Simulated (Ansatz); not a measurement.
System: sum formula AlClF2, charge 0, multiplicity 1. 
Coordinates optimised at B3LYP-D3(BJ)/def2-TZVP (Ansatz, an electronic-structure program):
```
Al
F 1 1.6360
F 1 1.6360 2 118.87
Cl 1 2.0683 2 120.57 3 -180.00
```

Wanted: vertical triplet-singlet gap (E(triplet) - E(singlet); each state is the SCF solution reached for its spin), in kcal/mol. Valence correlation only, unless marked. UHF or UKS for open shells. No spin-orbit coupling. Non-relativistic. Basis-set limits of correlation are two-point, X^-3; Hartree-Fock from the larger set.

CCSD(T)/CBS(aug-cc-pV(T+d)Z,aug-cc-pV(Q+d)Z) (Ansatz) gives 171.9 kcal/mol.

Problem. Another calculation gave 158.2 kcal/mol. Which level was it?
A) wB97X-V/def2-TZVPD (Ansatz)
B) PBE/def2-TZVPD (Ansatz)
C) CAM-B3LYP/def2-TZVPD (Ansatz)
D) B3LYP/def2-TZVPD (Ansatz)

Solution. D, B3LYP/def2-TZVPD (Ansatz). The others give 170.4 (wB97X-V), 146.7 (PBE), 163.5 (CAM-B3LYP) kcal/mol.
